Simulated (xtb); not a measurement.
CH₇O₂PSi, SMILES C[Si](O)(O)P. All values are semi-empirical tight-binding results from xtb (GFN2-xTB unless named), good for trends rather than for accurate numbers. Geometry: GFN2-xTB. The structure was generated by enumeration, and PubChem lists no compound with its InChIKey, so it may never have been made. One conformer was computed; it need not be the lowest.

Optimised geometry:

Bond lengths (Å): C1–Si2 1.901, C1–H6 1.084, C1–H7 1.086, C1–H8 1.086, Si2–O3 1.634, Si2–O4 1.635, Si2–P5 2.241, O3–H9 0.954, O4–H10 0.954, P5–H11 1.381, P5–H12 1.384. Bond angles (°): Si2–C1–H6 111.2, Si2–C1–H7 111.3, Si2–C1–H8 110.6, H6–C1–H7 108.0, H6–C1–H8 107.5, H7–C1–H8 108.2, C1–Si2–O3 112.7, C1–Si2–O4 103.0, C1–Si2–P5 119.4, O3–Si2–O4 112.0, O3–Si2–P5 99.7, O4–Si2–P5 110.5, Si2–O3–H9 121.0, Si2–O4–H10 121.0, Si2–P5–H11 95.3, Si2–P5–H12 95.5, H11–P5–H12 92.8.
Charge 0, spin multiplicity 1.

```
Item                                             Value
---------------------------------------  -------------
orbital gap                                    4.95 eV
zero-point energy                        51.3 kcal/mol
G − E(el) at 298.15 K (modified RRHO)    30.1 kcal/mol
static polarisability (D4 model)            79.4 bohr³
solvation energy, GFN2-xTB/ALPB(water)   -7.9 kcal/mol
solvation energy, GFN2-xTB/ALPB(ch2cl2)  -6.2 kcal/mol
```

Computed atomic charges and the Wiberg bond orders between heavy atoms:
charges (e) C1 -0.20, Si2 0.59, O3 -0.48, O4 -0.48, P5 -0.23, H6 0.04, H7 0.03, H8 0.04, H9 0.31, H10 0.31, H11 0.04, H12 0.03. Bond orders C1–Si2 0.86, Si2–O3 1.14, Si2–O4 1.15, Si2–P5 0.89.
